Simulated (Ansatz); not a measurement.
`C#C[SiH](F)Cl` + `O[SiH3]` → `F[SiH](Cl)O[SiH3]` + `C#C` at 500 K and 1 bar (ligand exchange at the Si–C bond).

Program: Ansatz. Geometries: PBE0-D4/def2-TZVP. ΔE: electronic, gas phase. CCSD(T)/CBS adds triple-zeta CCSD(T) − MP2 to the extrapolated MP2 energy (def2 sets, frozen cores). This one scheme is used for every species. One conformer a species, not always the lowest.

```json
{"species": "`C#C[SiH](F)Cl`", "CCSD(T)/CBS energy (Eh)": "-926.02177", "H − E (kJ/mol)": "126.0", "S (J/(mol·K))": "383.8"}
{"species": "`O[SiH3]`", "CCSD(T)/CBS energy (Eh)": "-366.69042", "H − E (kJ/mol)": "127.5", "S (J/(mol·K))": "292.9"}
{"species": "`F[SiH](Cl)O[SiH3]`", "CCSD(T)/CBS energy (Eh)": "-1215.52253", "H − E (kJ/mol)": "163.5", "S (J/(mol·K))": "448.3"}
{"species": "`C#C`", "CCSD(T)/CBS energy (Eh)": "-77.22717", "H − E (kJ/mol)": "90.7", "S (J/(mol·K))": "225.3"}
```

H − E and S are ideal-gas, rigid-rotor, harmonic terms from PBE0-D4/def2-TZVP, for one conformer and one mirror image of each species. 1 Eh = 2625.50 kJ/mol, R = 8.31446 J/(mol·K).

**Question.** By hand: ΔE, ΔH, ΔS and ΔG.

**Answer.** ΔE = (-1215.52253) + (-77.22717) − (-926.02177) − (-366.69042) = -0.03751 Eh = -98.5 kJ/mol. Δ(H − E) = 163.5 + 90.7 − 126.0 − 127.5 = 0.7, so ΔH = -97.8 kJ/mol. ΔS = 448.3 + 225.3 − 383.8 − 292.9 = -3.1 J/(mol·K). ΔG = -97.8 − 500 × (-3.1)/1000 = -96.2 kJ/mol.

**Question.** By hand: the equilibrium constant, and the temperature at which ΔG would vanish if ΔH and ΔS stayed fixed.

**Answer.** log₁₀ K = −ΔG/(RT ln 10) = 10.0. ΔG = 0 at ΔH/ΔS = 31548 K, far beyond where these terms or the molecules hold.

The number of gas molecules stays the same, so ΔS is small and ΔH decides. A doubt of 5 kJ/mol in ΔE shifts log₁₀ K by 0.5 here. Other conformers and mirror images would add mixing entropy, several J/(mol·K) or more a flexible species. Modes under 60 cm⁻¹, often nearly free rotors, make the harmonic entropy too high. These are equilibria of isolated gas molecules and say nothing of rates. Largest T1 diagnostic: 0.013 (customary marks: 0.02 for closed shells, 0.045 for open ones).
